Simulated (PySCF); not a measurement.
**Electron correlation in Be (beryllium, neutral)**

[He] 2s2, closed-shell 1S. Calculation: PySCF 2.14, in x2c-SVPall (3s2p, 9 functions); the spin-free X2C one-electron Hamiltonian (Gaussian nucleus). Frozen: 1s2; 2 electrons correlated.

Total MP2 correlation energy: -22.03 mhartree.

Same-spin part 0.00 and opposite-spin part -22.03 mhartree; SCS-MP2 scales them by 1/3 and 6/5 to -26.43 mhartree.

With two correlated electrons CCSD is exact within the correlated space (frozen core and kept virtual orbitals).

```json
{"level": "CCSD", "correlation energy (mhartree)": "-44.19"}
```

Diagnostics: T1 = 0.019, D1 = 0.0273, largest double amplitude 0.161.

A double-excitation amplitude exceeds 0.15, a sign of near-degeneracy.

Cost of the coupled-cluster step: 0.05 s of wall time on 1 thread of Neoverse-V1 (shared host), for 2 correlated electrons.
